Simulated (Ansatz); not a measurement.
# An input for triplet CH7BSi2

CH7BSi2: 11 atoms, total charge 0, spin state triplet. As SMILES of the parent species, `CB1[SiH2][SiH2]1`. The coordinates come from a PBE0-D4/def2-TZVP relaxation. That shape belongs to the parent species and isn't relaxed for this state.

```tsv
atom	x (Å)	y (Å)	z (Å)
C	-0.2639	1.7935	0.0995
B	-0.4506	0.2430	-0.0166
Si	0.0188	-1.1486	1.1994
Si	0.2103	-0.9829	-1.3188
H	0.1656	2.1218	1.0488
H	-1.2713	2.2291	0.0511
H	0.3010	2.2380	-0.7230
H	-0.4792	-2.5413	1.1070
H	0.8769	-0.9754	2.4039
H	1.2390	-0.6628	-2.3466
H	-0.2812	-2.3712	-1.4842
```

Settings wanted:

```yaml
basis_set: 6-31G*
integral_approximation: none
task: energy
method: DFT
functional: HSE06
reference: UKS
accuracy: high
d_and_f_functions: spherical
```

Task: Give an Ansatz 0.2.0 job that does this.

Result: One that was run (others would do as well):

run.yaml:
```yaml
crystal:
  periodic: [false, false, false]
  atoms:
    - {symbol: C, position_ang: [-0.263900, 1.793500, 0.099500]}
    - {symbol: B, position_ang: [-0.450600, 0.243000, -0.016600]}
    - {symbol: Si, position_ang: [0.018800, -1.148600, 1.199400]}
    - {symbol: Si, position_ang: [0.210300, -0.982900, -1.318800]}
    - {symbol: H, position_ang: [0.165600, 2.121800, 1.048800]}
    - {symbol: H, position_ang: [-1.271300, 2.229100, 0.051100]}
    - {symbol: H, position_ang: [0.301000, 2.238000, -0.723000]}
    - {symbol: H, position_ang: [-0.479200, -2.541300, 1.107000]}
    - {symbol: H, position_ang: [0.876900, -0.975400, 2.403900]}
    - {symbol: H, position_ang: [1.239000, -0.662800, -2.346600]}
    - {symbol: H, position_ang: [-0.281200, -2.371200, -1.484200]}
basis:
  gaussian:
    orbitals: 6-31G_st_-spherical.json
accuracy: high
magnetization:
  spin_polarized: true
  initial_magnetization: 2
hamiltonian:
  xc: hse06
output: {orbitals: {seedname: orbitals}}
```

```bash
$ ansatz run run.yaml --threads 1 --pin off --max-ram 3480MiB --events-out events.jsonl --progress --plain --runs-dir runs
```

(Basis files named in the input come from the Basis Set Exchange and aren't shown.)

Calculated total energy: -645.58556 Eh.
